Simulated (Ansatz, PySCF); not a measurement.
Process, species as SMILES: [Li][CH3] → [Li][CH3] as doublet, charge -1 (an electron is taken up)
Each molecule is optimised on its own at B3LYP-D3(BJ)/def2-TZVP (Ansatz, a quantum-chemistry and plane-wave program). Frequencies are from Ansatz or PySCF. A spin state is the lowest found, not a proven ground state.
Geometry of the first species:
```
C
H 1 1.0977
H 1 1.0977 2 106.12
H 1 1.0977 2 106.12 3 112.60
Li 1 1.9692 2 112.65 3 -123.70
```
Charge 0, spin multiplicity 1.

Wanted: adiabatic electron affinity (0 K, with B3LYP-D3(BJ) harmonic zero-point energies), positive where the reaction releases energy, in eV. Correlated levels leave the core frozen unless marked. UHF or UKS for open shells. Spin-orbit coupling is left out. Non-relativistic. Anions need diffuse functions: def2-D sets add few; the other sets have none. 

```csv
level,program,adiabatic electron affinity (eV)
HF/6-31G,Ansatz,-0.22
HF/6-31G*,Ansatz,-0.16
HF/def2-SVP,Ansatz,-0.07
HF/def2-TZVPD,PySCF,0.10
HF/def2-TZVPPD,Ansatz,0.10
revPBE-D3(BJ)/def2-TZVPD,Ansatz + dftd3,0.29
PBE0-D4/def2-TZVPD,Ansatz + dftd4,0.31
PBE0/def2-TZVP,Ansatz,0.17
r2SCANh/def2-TZVPD,Ansatz,0.22
PW6B95-D4/def2-TZVPD,PySCF + dftd4,0.20
HSE06-D3(BJ)/def2-TZVPD,Ansatz + dftd3,0.27
MP2/STO-3G,Ansatz,-2.19
MP2/def2-TZVPP,Ansatz,0.01
MP2/def2-TZVPPD,Ansatz,0.16
SCS-MP2/def2-QZVPPD,Ansatz,0.24
CCSD/6-31G*,Ansatz,-0.16
CCSD/def2-QZVPPD,Ansatz,0.27
CCSD(T)/6-31G*,Ansatz,-0.16
CCSD(T)/def2-QZVPP,Ansatz,0.27
CCSD(T)/def2-QZVPPD,Ansatz,0.28
```
